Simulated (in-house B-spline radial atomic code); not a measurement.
Values are calculated unless marked as measured or tabulated.
**Weak and strong correlation along the adiabatic connection**

Two-electron singlets in several external potentials (atomic units), by full CI in B-splines with partial waves to l = 8 (correlation energies up to 0.6 % small). The repulsion is scaled by λ at fixed density; W(λ) is the mean repulsion less the Hartree energy, W(0) = E_x, and the area under W from 0 to 1 is E_xc.

Relative drop (W(λ) − E_x)/E_x:

| system | λ = 0.12 | λ = 0.25 | λ = 0.4 | λ = 0.6 | λ = 0.8 | λ = 1 |
| --- | --- | --- | --- | --- | --- | --- |
| −V exp(−r²/w²), V = 26.4, w = 1.21 | 0.0066 | 0.0135 | 0.0212 | 0.0310 | 0.0403 | 0.0491 |
| ω²r²/2, ω = 22.7 | 0.0032 | 0.0065 | 0.0103 | 0.0153 | 0.0202 | 0.0249 |
| ω²r²/2 − Z/r, ω = 0.831, Z = -1 | 0.0226 | 0.0445 | 0.0671 | 0.0931 | 0.1154 | 0.1345 |
| −Z/r, Z = 1.55 | 0.0155 | 0.0310 | 0.0475 | 0.0673 | 0.0852 | 0.1012 |
| ω²r²/2 − Z/r, ω = 0.0986, Z = 0.5 | 0.0351 | 0.0666 | 0.0966 | 0.1287 | 0.1543 | 0.1753 |
| −V exp(−r²/w²), V = 19.9, w = 2.61 | 0.0102 | 0.0207 | 0.0321 | 0.0463 | 0.0594 | 0.0716 |
| ω²r²/2 − Z/r, ω = 0.0794, Z = 0.3 | 0.0451 | 0.0834 | 0.1179 | 0.1528 | 0.1794 | 0.2002 |

**Question.** Order the systems by how far second-order (GL2) theory, half the initial slope (estimated from the first points of each curve), overshoots the correlation energy, least first.
A. ω²r²/2 − Z/r, ω = 0.0794, Z = 0.3
B. −Z/r, Z = 1.55
C. −V exp(−r²/w²), V = 19.9, w = 2.61
D. ω²r²/2, ω = 22.7
E. ω²r²/2 − Z/r, ω = 0.831, Z = -1
F. ω²r²/2 − Z/r, ω = 0.0986, Z = 0.5
G. −V exp(−r²/w²), V = 26.4, w = 1.21

**Answer.** D (GL2/E_c = 1.04), G (GL2/E_c = 1.09), C (GL2/E_c = 1.14), B (GL2/E_c = 1.21), E (GL2/E_c = 1.30), F (GL2/E_c = 1.53), A (GL2/E_c = 1.70).

**Question.** What else changes along this order?

**Answer.** The ratio follows the bend of the curve. With it the leading natural occupation goes from 1.998 to 1.854 and −T_c/E_c from 0.96 to 0.60 between the first and the last.
